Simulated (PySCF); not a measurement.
Atom-mapped SMILES (the numbers label the heavy atoms): `[O:1]=[CH:2][N:3]([SiH3:4])[SiH3:5]`; H(Xn) means a hydrogen on atom n.

Geometry: PBE0-D3(BJ)/def2-SVP; GIAO shifts from PySCF 2.14, gas phase, non-relativistic, averaged over equivalent atoms.

At PBE0/pcSseg-1 (134 basis functions, 13 s wall time on 1 thread of an Arm Neoverse V1, shared host):
```tsv
atoms	δ (ppm)
O1	484.7
C2	172.0
N3	111.4
Si4/Si5	-54.9
H(C2)	8.16
H(Si4)/H(Si5)	4.61
```

δ = σ(ref) − σ, references computed at the same level: H2O for 17O (334.56 ppm); TMS for 13C (184.41 ppm), 29Si (351.99 ppm), 1H (31.27 ppm); 15N (265.67 ppm) against NH3.

Question: Estimate the result of repeating the calculation with CAM-B3LYP/pcSseg-2.

Answer: 
```csv
atoms,δ at CAM-B3LYP/pcSseg-2,change
O1,474.4,-10.3
C2,181.2,+9.2
N3,116.6,+5.2
Si4/Si5,-59.9,-5.0
H(C2),8.50,+0.34
H(Si4)/H(Si5),4.59,-0.02
```

Scale: 17O (σref 329.76) vs H2O; 13C (σref 182.55) and 29Si (σref 328.96) and 1H (σref 31.34) vs TMS; 15N (σref 261.83) vs NH3 (reference shieldings calculated alike).

The largest change is at O1 (amide-type carbonyl oxygen). Cost: 292 basis functions, 73 s wall time on 1 thread of an Arm Neoverse V1, shared host.

Unscaled 17O shifts of doubly bonded oxygen tend to come out too high, by tens of ppm or more. Experimental scales use liquid or dissolved standards, which lie at an offset from isolated NH3 (liquid NH3: subtract about 20 ppm) and H2O (liquid H2O: subtract about 36 ppm).
